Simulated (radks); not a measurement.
Values are calculated unless marked as measured or tabulated.
Exchange energies: the exact (Fock) value of the Kohn-Sham orbitals and density-functional approximations, in hartree. Species: H 1s1; Sb4+ [Kr] 4d10 5s1; Ce4+ [Xe]. Code: a radial shooting solver on a logarithmic mesh with Libxc functionals. Model: non-relativistic Kohn-Sham, exchange-only PBE, spin-polarised, spherical densities, point nucleus. Every spin shell is full or empty, so the densities are truly spherical. Functionals are evaluated on that one density, not self-consistently.

functional          H      Sb4+      Ce4+
exact       -0.305509  -162.645  -198.540
LDA          -0.26281   -154.74   -189.41
B88          -0.30438   -162.65   -198.59
RPBE         -0.30607   -162.23   -198.05
PW91         -0.30175   -162.59   -198.53
PW86         -0.30635   -162.28   -198.03
WC           -0.29460   -161.21   -196.94
TPSS         -0.30640   -162.14   -197.87
Tao-Mo       -0.30669   -161.30   -196.89
MVS          -0.30647   -162.75   -198.63
